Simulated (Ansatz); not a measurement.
The cluster CuSi₆⁺. Total charge 1; singlet. Geometry B3LYP-D4/def2-SVP; atoms count from 1.

```
atom   x (Å)   y (Å)   z (Å)
 Cu1  -2.025   0.955  -0.274
 Si2   1.249  -0.882  -1.859
 Si3   1.217   0.177   2.070
 Si4   1.148  -1.618   0.446
 Si5  -0.993   0.900   1.852
 Si6   0.364   0.625  -0.165
 Si7  -0.961  -0.157  -2.069
```

The restricted singlet is unstable towards broken spin symmetry in Hartree–Fock (as tested in another run); at PBE0-D4/def2-TZVP this wasn't settled. No other spin state of charge 1 was run. Another isomer (singlet) lies 1.03 eV lower at PBE0-D4/def2-TZVP; other spin states weren't run for this one.

Question: Estimate the Mulliken populations from the PBE0/def2-TZVP orbitals of Ansatz.

Answer: 
```tsv
atom	charge (e)	d electrons
Cu1	0.06	9.81
Si2	0.10	–
Si3	0.10	–
Si4	0.19	–
Si5	0.22	–
Si6	0.12	–
Si7	0.22	–
```
Mulliken values and Mayer orders depend strongly on the basis.

Question: And the Mayer bond orders between bonded heavy atoms (over 0.3)?

Answer: Cu1–Si5 0.63 (2.36 Å); Cu1–Si6 0.45 (2.41 Å); Cu1–Si7 0.63 (2.36 Å); Si2–Si4 0.82 (2.42 Å); Si2–Si6 0.70 (2.43 Å); Si2–Si7 1.03 (2.34 Å); Si3–Si4 0.82 (2.42 Å); Si3–Si5 1.03 (2.34 Å); Si3–Si6 0.70 (2.43 Å); Si4–Si6 0.72 (2.45 Å); Si5–Si6 0.71 (2.45 Å); Si6–Si7 0.71 (2.45 Å).
